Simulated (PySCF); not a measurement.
A structure optimised at PBE-D3(BJ)/def2-SVP, used in a PySCF frequency run:

```xyz
11

O      1.9056    -0.2699    -1.0456
Si     0.7192    -0.0767     0.1130
F      1.4432     0.0424     1.5862
C     -0.6536    -1.4058    -0.0430
O     -1.7881    -0.5307    -0.2766
Si    -1.2759     1.1089    -0.2334
H      2.5997     0.4125    -1.0756
H     -0.5147    -2.1013    -0.9004
H     -0.8152    -2.0183     0.8720
H     -1.9305     1.8876     0.8780
H     -1.5537     1.8269    -1.5286
```

Problem. Write its SMILES and formula.

Solution. O[Si@]1(F)CO[SiH2]1, CH5FO2Si2

Problem. What are its rotational constants (standard atomic weights)?

Solution. 3.4787, 1.6620, 1.6054 GHz
